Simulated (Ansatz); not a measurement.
Molecule (SMILES): [BH2] (BH2), doublet.
Atoms: B1, H2, H3. Bonds: B1-H2, B1-H3.

Basis-set convergence of the harmonic zero-point energy at MP2 with Ansatz (an electronic-structure program). Each level at its own minimum, finite differences of forces, unscaled; the reference is a large set that could be run, not a limit. All functions are spherical. Cores are frozen. Open shells are unrestricted. No added dispersion term, no relativity. Reference: the value in def2-QZVPPD, 9.30 kcal/mol, itself unsure by roughly 0.01 kcal/mol (its mean distance from pcseg-3, def2-QZVPP, cc-pVQZ). Deviations are taken from unrounded values.

```json
[
 {"basis": "STO-3G", "functions": "7", "harmonic zero-point energy (kcal/mol)": "10.72", "minus reference (kcal/mol)": "1.42"},
 {"basis": "6-31G", "functions": "13", "harmonic zero-point energy (kcal/mol)": "9.28", "minus reference (kcal/mol)": "-0.01"},
 {"basis": "pcseg-0", "functions": "13", "harmonic zero-point energy (kcal/mol)": "9.42", "minus reference (kcal/mol)": "0.12"},
 {"basis": "def2-SV(P)", "functions": "18", "harmonic zero-point energy (kcal/mol)": "9.30", "minus reference (kcal/mol)": "0.00"},
 {"basis": "cc-pVDZ", "functions": "24", "harmonic zero-point energy (kcal/mol)": "9.28", "minus reference (kcal/mol)": "-0.02"},
 {"basis": "def2-SVP", "functions": "24", "harmonic zero-point energy (kcal/mol)": "9.36", "minus reference (kcal/mol)": "0.06"},
 {"basis": "6-311+G**", "functions": "34", "harmonic zero-point energy (kcal/mol)": "9.27", "minus reference (kcal/mol)": "-0.03"},
 {"basis": "6-311++G(2d,2p)", "functions": "47", "harmonic zero-point energy (kcal/mol)": "9.29", "minus reference (kcal/mol)": "-0.01"},
 {"basis": "def2-TZVPPD", "functions": "71", "harmonic zero-point energy (kcal/mol)": "9.29", "minus reference (kcal/mol)": "0.00"},
 {"basis": "6-311++G(3df,3pd)", "functions": "75", "harmonic zero-point energy (kcal/mol)": "9.29", "minus reference (kcal/mol)": "-0.01"},
 {"basis": "aug-pcseg-2", "functions": "92", "harmonic zero-point energy (kcal/mol)": "9.34", "minus reference (kcal/mol)": "0.04"},
 {"basis": "cc-pVQZ", "functions": "115", "harmonic zero-point energy (kcal/mol)": "9.30", "minus reference (kcal/mol)": "0.01"},
 {"basis": "def2-QZVPP", "functions": "117", "harmonic zero-point energy (kcal/mol)": "9.30", "minus reference (kcal/mol)": "0.00"}
]
```
